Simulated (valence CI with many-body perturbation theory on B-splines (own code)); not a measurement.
# Tm37+: calculated level list

Method: configuration interaction combined with many-body perturbation theory (CI+MBPT): four valence electrons over a frozen Dirac-Fock core [Ar] 3d10, radial functions for each j: 11 s, 11 p, 10 d, 8 f, 5 g, 2 h, with the one-electron correlation potential Σ1 (screened to all orders), the two-electron term Σ2, the three-electron term Σ3, Breit, model QED; selected single and double excitations, second order for the rest, scaled by the run's own slope (own B-spline code, finite nucleus).

The last digits are not significant, and no measured levels were compared; by estimate large intervals hold to a few tenths of a per cent, small ones and those within an open d or f shell to about a per cent. Among the levels kept, up to 390 cm⁻¹ of a level comes from second order outside the variational space, and about a tenth of that is noise between levels of different J, which matters for small intervals.

Levels 91 to 135 of 189, with energies above the lowest level, (4s^2 4p1/2^2) J=0. "Leading %" is the weight of the configuration and term that name the level; weights of strongly mixed levels are sums over their largest components and can fall short. In the jj column 3d3/2^4 stands for four electrons in 3d with j = 3/2. Lifetimes count E1, E2, E3, M1 and M2 decay at the calculated energies, and are blank where another channel may lead or the interval is too uncertain; long ones can be off by a factor of two.

```tsv
No.	Configuration	Term	J	E (× 10³ cm⁻¹)	Leading %	Leading jj	Lifetime
91	4s2.4d2	3P	2	3545.9	25	4s 4p3/2^2 4d3/2 (27 %)	1.12 ps
92	4s2.4d2	3P	1	3549.0	46	4s^2 4d3/2 4d5/2 (46 %)	858 fs
93	4s.4p2.4d	3D	3	3551.9	24	4s 4p3/2^2 4d5/2 (59 %)	1.93 ps
94	4p3.4d	3F°	2	3552.3	32	4p1/2^2 4p3/2 4d3/2 (89 %)	5.74 ps
95	4p3.4d	3F°	3	3558.4	21	4p1/2^2 4p3/2 4d3/2 (75 %)	8.69 ps
96	4s.4p2.4d	3D	3	3575.4	68	4s 4p3/2^2 4d5/2 (90 %)	1.78 ps
97	4p3.4d	3P°	0	3578.4	54	4p1/2^2 4p3/2 4d3/2 (93 %)	4.49 ps
98	4s2.4p.4f	3G	5	3589.0	89	4s^2 4p3/2 4f7/2 (89 %)	2.43 ps
99	4p3.4d	5D°	1	3594.9	28	4p1/2^2 4p3/2 4d3/2 (92 %)	3.29 ps
100	4s.4p2.4d	3F	4	3597.3	40	4s 4p3/2^2 4d5/2 (55 %)	1.18 ps
101	4s.4p2.4d	1D	2	3601.7	43	4s 4p3/2^2 4d5/2 (47 %)	2.03 ps
102	4s.4p2.4d	1D	2	3630.1	23	4s 4p3/2^2 4d3/2 (38 %)	723 fs
103	4s2.4p.4f	3G	4	3633.4	27	4s^2 4p3/2 4f5/2 (46 %)	986 fs
104	4s2.4p.4f	3D	1	3637.5	46	4s^2 4p3/2 4f5/2 (46 %)	888 fs
105	4s2.4p.4f	3F	3	3643.9	23	4s^2 4p3/2 4f5/2 (46 %)	711 fs
106	4s.4p2.4f	5G°	2	3662.6	40	4s 4p1/2^2 4f5/2 (86 %)	4.26 ps
107	4p3.4d	3F°	4	3664.5	30	4p1/2^2 4p3/2 4d5/2 (66 %)	12.6 ps
108	4s2.4d2	1D	2	3682.8	16	4s 4p3/2^2 4d5/2 (39 %)	1.16 ps
109	4s.4p2.4f	5G°	3	3682.9	20	4s 4p1/2^2 4f5/2 (62 %)	2.89 ps
110	4s2.4d2	1S	0	3692.0	54	4s^2 4d5/2^2 (73 %)	1.10 ps
111	4s.4p2.4f	3G°	3	3695.4	14	4s 4p1/2^2 4f7/2 (52 %)	4.56 ps
112	4s2.4p.4f	3D	2	3696.6	18	4s 4p3/2^2 4d5/2 (48 %)	1.03 ps
113	4s.4p2.4d	3P	1	3705.6	16	4s 4p3/2^2 4d5/2 (74 %)	936 fs
114	4p3.4d	3D°	2	3711.3	34	4p1/2^2 4p3/2 4d5/2 (86 %)	2.90 ps
115	4s.4p2.4d	1F	3	3720.3	21	4s 4p3/2^2 4d5/2 (56 %)	845 fs
116	4s.4p2.4f	3F°	4	3721.4	17	4s 4p1/2^2 4f7/2 (63 %)	3.25 ps
117	4s2.4d2	1G	4	3727.0	33	4s^2 4p3/2 4f7/2 (30 %)	894 fs
118	4s.4p2.4d	1D	2	3788.1	28	4s 4p3/2^2 4d5/2 (58 %)	774 fs
119	4p4	3P	0	3804.1	26	4p3/2^4 (44 %)	639 fs
120	4p3.4d	3D°	1	3806.3	40	4p1/2^2 4p3/2 4d5/2 (86 %)	2.49 ps
121	4p3.4d	3G°	3	3838.0	13	4p1/2^2 4p3/2 4d5/2 (37 %)	2.23 ps
122	4s.4p.4d2	5G°	2	3854.0	62	4s 4p1/2 4d3/2^2 (83 %)	2.40 ps
123	4s.4p.4d2	5G°	3	3900.2	44	4s 4p1/2 4d3/2^2 (68 %)	2.60 ps
124	4s.4p.4d2	5D°	0	3953.5	53	4s 4p1/2 4d3/2^2 (77 %)	1.52 ps
125	4s.4p.4d2	5G°	3	3969.1	19	4s 4p1/2 4d3/2 4d5/2 (58 %)	6.58 ps
126	4p3.4d	5D°	2	3973.1	11	4s 4p1/2 4d3/2 4d5/2 (56 %)	6.86 ps
127	4s.4p.4d2	5G°	4	3979.5	31	4s 4p1/2 4d3/2 4d5/2 (71 %)	9.63 ps
128	4s.4p.4d2	5F°	1	3990.2	22	4s 4p1/2 4d3/2 4d5/2 (48 %)	2.62 ps
129	4s.4p.4d2	5D°	1	3992.0	37	4s 4p1/2 4d3/2^2 (72 %)	1.56 ps
130	4s.4p.4d2	5F°	1	4005.8	28	4s 4p1/2 4d3/2^2 (69 %)	961 fs
131	4s.4p.4d2	5F°	2	4010.4	24	4s 4p1/2 4d3/2^2 (61 %)	938 fs
132	4p3.4d	5D°	0	4013.3	29	4p1/2 4p3/2^2 4d3/2 (48 %)	4.13 ps
133	4p3.4d	3G°	4	4013.7	16	4s 4p1/2 4d3/2 4d5/2 (45 %)	7.66 ps
134	4s.4p.4d2	5P°	1	4024.4	47	4s 4p1/2 4d3/2 4d5/2 (77 %)	2.49 ps
135	4s.4p.4d2	3H°	5	4025.3	21	4s 4p1/2 4d3/2 4d5/2 (70 %)	13.0 ps
```

Where two levels of one J and parity lie close, their mixing, g and order are uncertain.
